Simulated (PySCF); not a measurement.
Cl₄Hf, charge +1, doublet, at a GFN2-xTB geometry (such geometries of metal compounds can be far from the true shape) (the multiplicity is a formal guess) (core potentials on Hf). Base run: DF-HF/def2-SV(P) in PySCF.

Input for PySCF:
```python
from pyscf import gto, scf

mol = gto.Mole()
mol.atom = '''
    Hf    0.080592    0.159745   -0.315834
    Cl    1.888001   -1.401210   -0.414010
    Cl    0.891324    0.805312    1.705294
    Cl   -1.815730    1.544462    0.130787
    Cl   -1.304927   -1.625132   -0.084421
'''
mol.basis = 'def2-sv(p)'
mol.ecp = {'Hf': 'def2-sv(p)'}
mol.charge = 1
mol.spin = 1
mol.verbose = 4
mol.symmetry = True
mol.build()

mf = scf.UHF(mol)
mf = mf.density_fit(auxbasis='def2-universal-jkfit')
mf.kernel()
mf.analyze()
```

The base run was repeated with changes; each row names its change, and settings that it needs were set with it.

```
change                                                      ΔE vs base (mEh)  point group used  SCF cycles
----------------------------------------------------------  ----------------  ----------------  ----------
base                                                                   0.000               C2v          14
symmetry_subgroup = Cs                                                 0.000                Cs          14
irrep_nelec = A1:(16, 16) A2:(4, 3) B1:(11, 10) B2:(9, 10)             246.4               C2v          17
irrep_nelec = A1:(16, 16) A2:(4, 3) B1:(9, 10) B2:(11, 10)             240.0               C2v          18
irrep_nelec = A1:(16, 16) A2:(5, 3) B1:(9, 10) B2:(10, 10)             253.4               C2v          17
symmetry = off                                                         0.000                C1          15
irrep_nelec = A1:(17, 16) A2:(4, 3) B1:(10, 10) B2:(9, 10)             197.9               C2v          19
symmetry_subgroup = C2                                                 0.000                C2          14
```

Open shells are given as the SCF converged; they aren't shown to be the lowest states, and a large step between rows can be another state.
